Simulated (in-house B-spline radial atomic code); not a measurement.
Ionising Cs VIII (Cs7+) with different functionals

Computed with an all-electron radial atomic-structure program (B-spline basis): scalar-relativistic (spin-free X2C) Hamiltonian, Fermi nucleus of rms radius 4.8041 fm, spin-polarised at highest spin, spherical fractional occupations for the functionals, and exact exchange of hybrids averaged over the configuration. The ionisation energy is the difference of two self-consistent energies, [Kr] 4d10 5s2 → [Kr] 4d10 5s1, without Breit or QED terms; ε is the level of the shell that loses the electron (its least bound occupied spin orbital). There is no spin-orbit coupling in this Hamiltonian.

| method | rung | ΔSCF (eV) | -ε(5s) (eV) |
| --- | --- | --- | --- |
| PBE0 | global hybrid | 110.88 | 105.89 |
| B3LYP | global hybrid | ? | ? |
| TPSSh | global hybrid | 110.67 | 104.82 |
| BHandHLYP | global hybrid | 110.68 | 107.28 |
| r2SCAN0 | global hybrid | ? | ? |
| B97-1 | global hybrid | 111.21 | 105.64 |
| HSE06 | range-separated hybrid | 110.93 | 105.57 |
| wB97X | range-separated hybrid | 110.67 | 108.69 |
| CAM-B3LYP | range-separated hybrid | 111.39 | 107.79 |
| LC-wPBE | range-separated hybrid | 111.03 | 109.12 |

(1) What does B3LYP give?

(2) What does r2SCAN0 give?

(3) Among the functionals, which spreads more, the ΔSCF values or the orbital energies?

(4) How do they compare with the NIST value?

## Answers

(1) ΔSCF 111.43 eV, and -ε(5s) = 105.98 eV.

(2) ΔSCF 110.28 eV, and -ε(5s) = 105.91 eV.

(3) The orbital energies: ΔSCF values span about 1.15 eV and the orbital energies 4.30 eV.

(4) NIST lists 110.1 eV ± 0.6 (semi-empirical, ground level to ground level). Errors run from +0.18 to +1.33 eV; r2SCAN0 is closest (+0.18 eV), though others lie within the uncertainty of it, and part of that can be cancellation, since the calculations leave out Breit-QED terms.
